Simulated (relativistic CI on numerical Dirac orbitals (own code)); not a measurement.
Computed by Dirac-Coulomb-Breit CI, orbitals from a KLI potential per configuration, model QED (radiative potential, 1s self-energy scaled to tabulated hydrogen-like ionisation energies), unscaled Slater integrals (own radial code, finite nucleus).

The strongest absorption lines from the ground level of an ion, among the configurations computed and to levels below about 18500 eV (vacuum wavelength in Å, gf): 0.6729 (0.041), 0.6771 (0.026), 0.7447 (0.095), 0.7549 (0.064), 0.9673 (0.34), 1.0097 (0.27), 6.1652 (0.28), 59.629 (0.012).

(1) Which ion is it?
A. Ir⁷⁴⁺
B. Ir⁷²⁺
C. Ir⁷⁶⁺
D. Tb⁶²⁺

## Answers

(1) A. Ir⁷⁴⁺ has 3 electrons and the ground level 2s 2S_1/2; the strongest line goes to 3p 2P°_3/2. The pattern of lines fixes the number of electrons, and along that sequence the line energies rise steadily with the charge (about as its square where n changes within one kind of shell, about linearly where n is kept but much faster in heavy ions where fine structure, which grows about as Z⁴, sets the gap, and irregularly where shells cross), which fixes Z. Configurations outside the model, such as inner-shell arrays, can give stronger lines. At this charge energies of transitions that change n are usually good to better than 1 %, and those within a shell (Δn = 0) to a few per cent.
